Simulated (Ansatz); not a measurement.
Basis sets compared for NbO3H. The state is a singlet with charge 0. Geometry B3LYP-D4/def2-TZVP. Ansatz on 2 threads of Arm Neoverse V2 on a shared host; times are rough, and most runs start from earlier orbitals.

Cartesian coordinates in Å:
```
Nb -0.2636 0.3769 0.5706
O 1.0513 1.4894 0.4846
O -1.6819 1.1579 -0.0267
O 0.0725 -1.3240 -0.2803
H 0.8217 -1.7001 -0.7483
```

In the def2 sets Nb takes a core potential, while STO-3G treats all electrons; there is no spin–orbit coupling. The structure comes from a short search, and lower isomers may exist.

STO-3G and 6-31G are all-electron sets without relativity, so their totals don't compare with the def2 sets.

Binding counts from free atoms (Nb sextet, O triplet, H doublet) in the same basis, without a counterpoise term.

| level | functions | energy (Eh) | HOMO (eV) | LUMO (eV) | binding per atom (eV) | wall time |
| --- | --- | --- | --- | --- | --- | --- |
| HF/STO-3G | 43 | -3938.2126 | -7.56 | 3.83 | 2.41 | 0.25 s |
| HF/def2-TZVP | 139 | -281.7190 | -12.12 | -1.11 | 2.42 | 0.65 s |
| PBE-D4/def2-SVP | 78 | -283.0123 | -6.40 | -4.14 | 5.15 | 0.8 s |
| PBE-D4/def2-TZVP (with forces) | 139 | -283.3002 | -6.56 | -4.25 | 5.07 | 1.5 s |
| r2SCAN-D4/def2-TZVP | 139 | -283.4173 | -6.89 | -3.97 | 4.80 | 2.6 s |
| PBE0-D4/def2-SVP | 78 | -282.9406 | -8.05 | -3.46 | 4.69 | 0.95 s |
| PBE0-D4/def2-TZVP | 139 | -283.2290 | -8.15 | -3.53 | 4.64 | 1.4 s |

Problem. Estimate the rows for PBE-D4/def2-TZVPD, r2SCAN-D4/def2-TZVPD, PBE0-D4/def2-TZVPD.

Solution. 
```csv
level,functions,energy (Eh),HOMO (eV),LUMO (eV),binding per atom (eV),wall time
PBE-D4/def2-TZVPD,169,-283.3040,-6.64,-4.29,5.08,1.8 s
r2SCAN-D4/def2-TZVPD,169,-283.4208,-6.93,-3.98,4.80,3.4 s
PBE0-D4/def2-TZVPD,169,-283.2326,-8.21,-3.55,4.65,2.3 s
```
